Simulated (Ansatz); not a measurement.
One geometry of the cluster AlCu₃⁻, several levels of theory.

```yaml
crystal:
  periodic: [false, false, false]
  atoms:
    - {symbol: Al, position_ang: [-1.536192, -0.026947, -0.427469]}
    - {symbol: Cu, position_ang: [0.829799, -0.728535, -0.950714]}
    - {symbol: Cu, position_ang: [0.197944, -0.608007, 1.309033]}
    - {symbol: Cu, position_ang: [0.508448, 1.363499, 0.069150]}
basis:
  gaussian: {orbitals: def2-TZVPD, initial_orbitals: start.molden}
total_charge: -1
magnetization: {spin_polarized: true, initial_magnetization: 3}
hamiltonian: {xc: lda}
scf: {omitted_lower_state_checks: [starts]}
output: {orbitals: {seedname: orbitals}}
```

The file start.molden holds the orbitals of an earlier run on this structure, at another level or in another basis.

```sh
$ ansatz run in.yaml --threads 4 --pin off --events-out ev --progress --plain --max-ram 4787MiB
```

Output, abridged:

```
Functional definition: SPW92
1671 factors; their error is unknown
mean field evaluation 1: about -140268.1973 eV, gradient 2.3e1 eV
mean field evaluation 2: about -140268.7100 eV, gradient 8.3e-1 eV
mean field evaluation 4: about -140268.6953 eV, gradient 1.2e-1 eV
mean field evaluation 8: about -140268.6954 eV, gradient 2.4e-5 eV
mean field -140268.69538481 eV, -5154.7794778551 hartree, gradient 2.4e-5 eV, S^2 3.754937; 0 other end points of the search recorded, 0 dependent functions left out
reference -140268.69541342 eV, -5154.7794789066 hartree; 52, 49 occupied and 135, 138 virtual orbitals, 1671 factors
Total energy: -140268.69541342 eV, -5154.7794789066 hartree
Checks for a lower state left out: starts
```

Run time 2.3 s (4 threads of AMD EPYC 7B13 on a shared host).

As the first input, with `hamiltonian: {xc: {name: B2PLYP}}`, `correlation: {frozen_orbitals: {Al: 5, Cu: 9}}` and without the key `output` (abridged; 15 s):

```
Functional definition: B2PLYP
mean field -140479.86506958 eV, -5162.5398206345 hartree, gradient 4.6e-6 eV, S^2 3.776425
32 core orbitals not correlated: weight in the atoms' cores, before any rotation towards them, 1.000 or more for the frozen orbitals, at most 0.000 for the correlated occupied ones
second order -48.99604761 eV of doubles, -0.00000000 eV of singles
Total energy: -140493.09411523 eV, -5163.0259790954 hartree
Checks for a lower state left out: starts
```

First input, but with `gaussian: {orbitals: def2-SVPD, initial_orbitals: start.molden}`, `hamiltonian: {xc: {name: LC-wPBE, parameters: {omega: 0.1/bohr}}}` (abridged; 5 s):

```
Functional definition: LC-wPBE
mean field -140477.53690843 eV, -5162.4542622905 hartree, gradient 2.9e-5 eV, S^2 3.762875
Total energy: -140477.53690851 eV, -5162.4542622931 hartree
Checks for a lower state left out: starts
```

The first input with `gaussian: {orbitals: def2-SVPD, initial_orbitals: start.molden}`, `hamiltonian: {xc: {name: LC-wPBE, parameters: {omega: 0.15/bohr}}}` (abridged; 4.2 s):

```
Functional definition: LC-wPBE
mean field -140477.60996486 eV, -5162.4569470647 hartree, gradient 2.5e-5 eV, S^2 3.771016
Total energy: -140477.60996489 eV, -5162.4569470658 hartree
Checks for a lower state left out: starts
```

First input, but with `hamiltonian: {xc: pbe, dispersion: d4}` (abridged; 3.8 s):

```
Functional definition: PBE
mean field -140498.46455712 eV, -5163.2233391944 hartree, gradient 1.3e-5 eV, S^2 3.759402
Total energy: -140498.63883109 eV, -5163.2297436448 hartree
Checks for a lower state left out: starts
```

First input, but with `correlation: {method: mp2, frozen_orbitals: {Al: 5, Cu: 9}}` and without the key `hamiltonian` (abridged; 8.5 s):

```
Functional definition: HF
mean field -140375.31587637 eV, -5158.6977086500 hartree, gradient 2.9e-6 eV, S^2 3.825240
32 core orbitals not correlated: weight in the atoms' cores, before any rotation towards them, 1.000 or more for the frozen orbitals, at most 0.000 for the correlated occupied ones
second order -38.33578670 eV of doubles, -0.00000000 eV of singles
Total energy: -140413.65166307 eV, -5160.1065228263 hartree
Checks for a lower state left out: starts
```

Geometry: PBE-D4/def2-SVPD.

Correlated methods freeze 32 core orbitals. At LDA (SPW92)/def2-TZVPD, PBE-D4/def2-TZVPD the highest occupied level of the charge -1 quartet lies above zero (up to 1.02 eV). It is a level of α spin, whose loss leaves a triplet; that state wasn't run at this geometry and level. The electron is either unbound and held by the finite basis, or the level is raised by self-interaction error. At PBE0-D4/def2-TZVPD a doublet of charge -1 lies 1.03 eV below the quartet, each at its own geometry. The structure comes from a short search, and lower isomers may exist.
